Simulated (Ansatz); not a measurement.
F$_{2}$In, charge +1, singlet, geometry from GFN2-xTB (such geometries of metal compounds can be far from the true shape) (core potentials on In).

Ansatz (a program for electronic structure) was given this input:
Ansatz 0.2 input:
```yaml
crystal:
  periodic: [false, false, false]
  atoms:
    - {symbol: In, position_ang: [0.00000000, 0.00000000, 0.00000000]}
    - {symbol: F, position_ang: [0.00000000, 0.00000000, 2.02781766]}
    - {symbol: F, position_ang: [-0.00000000, -0.00000000, -2.02781766]}
basis:
  gaussian:
    orbitals: def2-SVP
hamiltonian:
  xc: r2scan
total_charge: 1
accuracy: high
```

**Question.** What is the computed total energy (R2SCAN/def2-SVP (Ansatz))?

**Answer.** -389.3184 Eh

**Question.** What is the computed number of basis functions (R2SCAN/def2-SVP)?

**Answer.** 54
